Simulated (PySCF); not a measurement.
## Orbital picture of InSi

LDA at R = 2.610 Å; basis In x2c-TZVPPall, Si x2c-TZVPPall; spin-free X2C with a Gaussian nucleus; PySCF 2.14. State: ⁴Σ⁻ (quartet), unpaired electrons σ ↑, π ↑↑. Only the outer orbitals are listed, counted within each symmetry.

```tsv
spin	orbital	occ.	ε (eV)	on In (%)	main shells (%)
α	13σ	1	-11.74	24	73 Si s, 20 In s
α	14σ	1	-8.49	68	67 In s, 21 Si s, 10 Si p
α	7π	1	-4.76	25	74 Si p, 24 In p
α	7π	1	-4.76	25	74 Si p, 24 In p
α	15σ	1	-4.76	43	56 Si p, 32 In p, 10 In s
α	8π	0	-2.43	75	74 In p, 23 Si p
α	8π	0	-2.43	75	74 In p, 23 Si p
α	16σ	0	-0.23	81	82 In p, 28 Si p
β	13σ	1	-10.42	38	60 Si s, 33 In s
β	14σ	1	-7.62	62	58 In s, 31 Si s
β	15σ	0	-3.64	43	55 Si p, 36 In p
β	7π	0	-3.57	44	55 Si p, 43 In p
β	7π	0	-3.57	44	55 Si p, 43 In p
```

Q: Which are the highest filled and the lowest empty level, where do they sit, and how wide is the gap?

A: Highest filled α 15σ at -4.76 eV (in %: 56 Si p, 32 In p, 10 In s); lowest empty β 15σ at -3.64 eV (in %: 55 Si p, 36 In p); the gap at LDA is 1.12 eV.

- bond order (Mayer): 1.50
- ⟨S²⟩: 3.751
- charge on In (Mulliken, basis-dependent): 0.15
- charge on In (Löwdin, basis-dependent): 0.02
- dipole moment (positive dipole means In(−)Si(+)): -1.55 D
- polarisability along the bond: 138.8 bohr³
- polarisability across the bond: 58.3 bohr³

Spin–orbit coupling is left out. The state was picked by a PBE0 search and need not be the measured ground state.
